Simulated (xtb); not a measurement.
Job for xtb: GFN1-xTB on H2O2Se (SMILES O[Se]O), a point of a torsion scan.

```
$ xtb mol.xyz --gfn 1 --sp --chrg 0 --uhf 0
5

O      1.06170984     0.52681786    -0.29204460
Se    -0.01986188    -0.86870490    -0.58824957
O      0.52404523    -1.31868745    -2.24081341
H      1.98549135     0.26112360    -0.33177297
H      1.11794161    -2.07503974    -2.21939434
```

The head of its log:

```
[...]
           -------------------------------------------------
          |                Calculation Setup                |
           -------------------------------------------------



           -------------------------------------------------
          |                 G F N 1 - x T B                 |
           -------------------------------------------------

        Reference                      10.1021/acs.jctc.7b00118
      * Hamiltonian:
        H0-scaling (s, p, d)           1.850000    2.250000    2.000000
        zeta-weighting                 0.000000
      * Dispersion:
        s8                             2.400000
        a1                             0.630000
        a2                             5.000000
        s9                             0.000000
      * Repulsion:
        kExp                           1.500000
        rExp                           1.000000
      * Coulomb:
        alpha                          2.000000
        third order                    atomic
        anisotropic                    false
      * Halogen bond correction:
        rad-scale                      1.300000
        damping                        0.440000


          ...................................................
          :                      SETUP                      :
          :.................................................:
          :  # basis functions                  22          :
          :  # atomic orbitals                  21          :
          :  # shells                           11          :
          :  # electrons                        20          :
          :  # halogen bonds                     0          :
          :  max. iterations                   250          :
          :  Hamiltonian                  GFN1-xTB          :
          :  restarted?                      false          :
          :  GBSA solvation                  false          :
          :  PC potential                    false          :
          :  electronic temp.          300.0000000     K    :
          :  accuracy                    1.0000000          :
          :  -> integral cutoff          0.2500000E+02      :
          :  -> integral neglect         0.1000000E-07      :
          :  -> SCF convergence          0.1000000E-05 Eh   :
          :  -> wf. convergence          0.2000000E-04 e    :
          :  Broyden damping             0.4000000          :
          :  net charge                          0          :
          :  unpaired electrons                  0          :
          ...................................................

 iter      E             dE          RMSdq      gap      omega  full diag
   1    -13.7950675 -0.137951E+02  0.534E+00    3.55       0.0  T
   2    -13.8033813 -0.831383E-02  0.247E+00    3.59       1.0  T
```

Q: Give the final energy of this run.

A: -13.7674 hartree.
